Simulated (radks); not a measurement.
Species: Rh2+. Configuration: [Kr] 4d7. Calculated with a radial shooting solver on a logarithmic mesh with Libxc functionals: Dirac Kohn-Sham, PBE, spin-unpolarised, spherical densities, finite nucleus; open shells are shared between the two j in proportion to 2j + 1; Fermi nuclear charge, rms radius 4.4945 fm. Some entries of the table are withheld. Estimate them.

| orbital | occ. | eigenvalue (hartree) | <r> (bohr) |
|---|---|---|---|
| 1s1/2 | 2 | -846.9469 | 0.03263 |
| 2s1/2 | 2 | -123.4243 | (1) |
| 2p1/2 | 2 | (2) | 0.1203 |
| 2p3/2 | 4 | (3) | 0.1252 |
| 3s1/2 | 2 | -22.69532 | 0.3904 |
| 3p1/2 | 2 | (4) | 0.3830 |
| 3p3/2 | 4 | (5) | 0.3938 |
| 3d3/2 | 4 | -11.92374 | 0.3683 |
| 3d5/2 | 6 | -11.74342 | 0.3718 |
| 4s1/2 | 2 | -3.79987 | 0.9778 |
| 4p1/2 | 2 | (6) | 1.055 |
| 4p3/2 | 4 | (7) | 1.085 |
| 4d3/2 | 2.8 | -0.95573 | 1.435 |
| 4d5/2 | 4.2 | -0.93936 | 1.451 |

Answer. 
(1) 2s1/2 <r> (bohr): 0.1416
(2) 2p1/2 eigenvalue (hartree): -114.3334
(3) 2p3/2 eigenvalue (hartree): -109.0189
(4) 3p1/2 eigenvalue (hartree): -19.13704
(5) 3p3/2 eigenvalue (hartree): -18.22271
(6) 4p1/2 eigenvalue (hartree): -2.71652
(7) 4p3/2 eigenvalue (hartree): -2.57181
